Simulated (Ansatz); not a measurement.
`C=C=C[SeH]` + CH₄ → `C[SeH]` + `C=C=C` at 600 K and 1 bar (formal exchange of groups at the Se–C bond).

Calculated with Ansatz (gas phase, PBE0-D4/def2-TZVP geometries, no zero-point term in ΔE). CBS: MP2 limit from def2 TZ/QZ plus the TZ coupled-cluster correction, frozen cores. This one scheme is used for every species. For Se outer-core shells are correlated without core-valence functions, which leaves a few kJ/mol of doubt a bond. Scalar relativity is left out up to krypton. Each species was taken in one conformer, which may not be the lowest.

```json
{"species": "`C=C=C[SeH]`", "CCSD(T)/CBS energy (Eh)": "-2517.19234", "H − E (kJ/mol)": "189.0", "S (J/(mol·K))": "384.6"}
{"species": "CH₄", "CCSD(T)/CBS energy (Eh)": "-40.46206", "H − E (kJ/mol)": "140.4", "S (J/(mol·K))": "215.7"}
{"species": "`C[SeH]`", "CCSD(T)/CBS energy (Eh)": "-2441.15625", "H − E (kJ/mol)": "149.5", "S (J/(mol·K))": "312.9"}
{"species": "`C=C=C`", "CCSD(T)/CBS energy (Eh)": "-116.49399", "H − E (kJ/mol)": "180.1", "S (J/(mol·K))": "293.9"}
```

H − E and S are ideal-gas, rigid-rotor, harmonic terms from PBE0-D4/def2-TZVP, for one conformer and one mirror image of each species. 1 Eh = 2625.50 kJ/mol, R = 8.31446 J/(mol·K).

Problem. By hand: ΔE, ΔH, ΔS and ΔG.

Solution. ΔE = (-2441.15625) + (-116.49399) − (-2517.19234) − (-40.46206) = 0.00416 Eh = 10.9 kJ/mol. Δ(H − E) = 149.5 + 180.1 − 189.0 − 140.4 = 0.2, so ΔH = 11.1 kJ/mol. ΔS = 312.9 + 293.9 − 384.6 − 215.7 = 6.5 J/(mol·K). ΔG = 11.1 − 600 × (6.5)/1000 = 7.2 kJ/mol.

Problem. By hand: the equilibrium constant, and the temperature at which ΔG would vanish if ΔH and ΔS stayed fixed.

Solution. log₁₀ K = −ΔG/(RT ln 10) = -0.6. ΔG = 0 at ΔH/ΔS = 1708 K, though so small a ΔS makes that figure unsure.

TΔS isn't small against ΔH here. A doubt of 5 kJ/mol in ΔE shifts log₁₀ K by 0.4 here. Other conformers and mirror images would add mixing entropy, several J/(mol·K) or more a flexible species. These are equilibria of isolated gas molecules and say nothing of rates. Largest T1 diagnostic: 0.012 (customary marks: 0.02 for closed shells, 0.045 for open ones).
